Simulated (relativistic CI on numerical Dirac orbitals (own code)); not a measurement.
# Ho2+ (4f11) in a crystal field

Calculated by Dirac-Coulomb-Breit CI, KLI orbitals optimised for each configuration, model QED (radiative potential, 1s self-energy scaled to tabulated hydrogen-like ionisation energies), one configuration in a parametric crystal field, unscaled Slater integrals (own radial code). With so little scaling, terms lie 10 to 35 % too far apart, which can change the order of excited levels.

Field parameters in Wybourne normalisation; cubic f-shell fields have B⁴₄ = √(5/14) B⁴₀ and B⁶₄ = −√(7/2) B⁶₀. The field is a parameter set, without covalency.

S is read from ⟨S²⟩ = S(S + 1).

Powder χT (cm³ K mol⁻¹) by Van Vleck's formula, with temperature-independent terms:

```
                                                                                                        Field   2 K   5 K  10 K  20 K  50 K  100 K  200 K  300 K
C2v, B20 = -410, B22 = 170, B40 = -90, B42 = -290, B44 = 300, B60 = -40, B62 = 100, B64 = 250, B66 = 190 cm⁻¹   5.7  6.44  7.59  9.09  10.5   11.1   11.3   11.4
 C2v, B20 = -140, B22 = 130, B40 = 360, B42 = -60, B44 = 350, B60 = 280, B62 = -190, B64 = 210, B66 = 40 cm⁻¹  6.74  7.79  8.58  9.23  10.3     11   11.3   11.4
                                D3d, B20 = 690, B40 = -860, B43 = 860, B60 = 370, B63 = -430, B66 = -120 cm⁻¹  5.73  6.06  6.61  7.65  9.48   10.5   11.1   11.3
                                                            D3h, B20 = 360, B40 = 0, B60 = 170, B66 = 50 cm⁻¹  6.56  7.84  9.28  10.4  11.2   11.4   11.4   11.4
                                                                              Oh, B40 = -1300, B60 = 360 cm⁻¹  4.78  5.41  6.49  8.35    10   10.5     11   11.2
                                                                               Oh, B40 = 1400, B60 = 170 cm⁻¹  7.61  8.11  8.69  9.51  10.6     11   11.3   11.4
```

For Oh, B40 = 1400, B60 = 170 cm⁻¹: what effective moment follows at 300 K?

μ_eff = √(8χT) = 9.53 μB. The LS value g√(J(J + 1)) of the free ion's ⁴I°15/2 level is 9.58 μB.
